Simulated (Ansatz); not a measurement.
Ansatz (a quantum-chemistry and plane-wave program) input (PBE0/def2-TZVP):

Ansatz 0.2 input:
```yaml
crystal:
  periodic: [false, false, false]
  atoms:
    - {symbol: Al, position_ang: [-0.00000000, -0.00000000, -0.06497518]}
    - {symbol: O, position_ang: [-0.00000000, -0.00000000, -1.66227602]}
    - {symbol: F, position_ang: [0.00000000, 0.00000000, 1.57143173]}
basis:
  gaussian:
    orbitals: def2-TZVP
hamiltonian:
  xc: {name: PBE0}
```

End of the output:

```
integrals: 0.02 GiB planned
586 factors; their error is unknown
mean field: 0.23 GiB planned
mean field evaluation 1: about -11344.7244 eV, gradient 8.0e1 eV
mean field evaluation 2: about -11212.1801 eV, gradient 1.9e2 eV
mean field evaluation 4: about -11355.6594 eV, gradient 2.1e1 eV
mean field evaluation 8: about -11356.3960 eV, gradient 1.4e-1 eV
mean field evaluation 16: about -11356.4245 eV, gradient 6.5e-5 eV
mean field -11356.42451404 eV, -417.3409032299 hartree, gradient 6.5e-5 eV, S^2 0.000000; 0 other end points of the search recorded, 0 dependent functions left out
reference -11356.42454040 eV, -417.3409041987 hartree; 15, 15 occupied and 84, 84 virtual orbitals, 586 factors
Total energy: -11356.42454040 eV, -417.3409041987 hartree
```
